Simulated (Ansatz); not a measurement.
`C[N](C)[AlH][F]` + NH₃ → `C[N](C)[AlH][NH2]` + H–F at 500 K and 1 bar (ligand exchange at the Al–F bond).

Program: Ansatz. Geometries: PBE0-D4/def2-TZVP. ΔE: electronic, gas phase. CBS: MP2 limit from def2 TZ/QZ plus the TZ coupled-cluster correction, frozen cores. This one scheme is used for every species. Each species was taken in one conformer, which may not be the lowest.

| species | CCSD(T)/CBS energy (Eh) | H − E (kJ/mol) | S (J/(mol·K)) |
| --- | --- | --- | --- |
| `C[N](C)[AlH][F]` | -476.92428 | 288.9 | 410.0 |
| NH₃ | -56.50880 | 108.2 | 211.8 |
| `C[N](C)[AlH][NH2]` | -432.99850 | 355.6 | 437.5 |
| H–F | -100.39570 | 39.4 | 188.7 |

H − E and S are ideal-gas, rigid-rotor, harmonic terms from PBE0-D4/def2-TZVP, for one conformer and one mirror image of each species. 1 Eh = 2625.50 kJ/mol, R = 8.31446 J/(mol·K).

Task: By hand: ΔE, ΔH, ΔS and ΔG.

Result: ΔE = (-432.99850) + (-100.39570) − (-476.92428) − (-56.50880) = 0.03888 Eh = 102.1 kJ/mol. Δ(H − E) = 355.6 + 39.4 − 288.9 − 108.2 = -2.1, so ΔH = 100.0 kJ/mol. ΔS = 437.5 + 188.7 − 410.0 − 211.8 = 4.4 J/(mol·K). ΔG = 100.0 − 500 × (4.4)/1000 = 97.8 kJ/mol.

Task: By hand: the equilibrium constant, and the temperature at which ΔG would vanish if ΔH and ΔS stayed fixed.

Result: log₁₀ K = −ΔG/(RT ln 10) = -10.2. ΔG = 0 at ΔH/ΔS = 22727 K, far beyond where these terms or the molecules hold.

The number of gas molecules stays the same, so ΔS is small and ΔH decides. A doubt of 5 kJ/mol in ΔE shifts log₁₀ K by 0.5 here. Other conformers and mirror images would add mixing entropy, several J/(mol·K) or more a flexible species. These are equilibria of isolated gas molecules and say nothing of rates. Largest T1 diagnostic: 0.012 (customary marks: 0.02 for closed shells, 0.045 for open ones).
